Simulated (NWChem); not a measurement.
Molecule: VO, quartet; SMILES [V]=[O]

```xyz
2

V      0.0000     0.0000    -0.4048
O      0.0000     0.0000     1.1638
```
Atoms are numbered in this order, from 1.

Program: NWChem. Pople sets run with spherical d functions. Spin-unrestricted. Medium grid unless said otherwise, to which SCAN and Minnesota functionals are sensitive. Geometry: optimised at B3LYP/6-31G* (spherical d), spin-unrestricted. No stability test was run on the SCF state.

Task: Order these by “lowest empty minus highest occupied level, either spin (eV)”, lowest first: PW6B95/6-31G*; CAM-B3LYP/6-31G*; PBE0/6-31G*; B3LYP/6-31G*; M05-2X/6-31G*.

Result: B3LYP/6-31G* (2.37), PW6B95/6-31G* (2.64), PBE0/6-31G* (3.25), M05-2X/6-31G* (3.83), CAM-B3LYP/6-31G* (4.45)
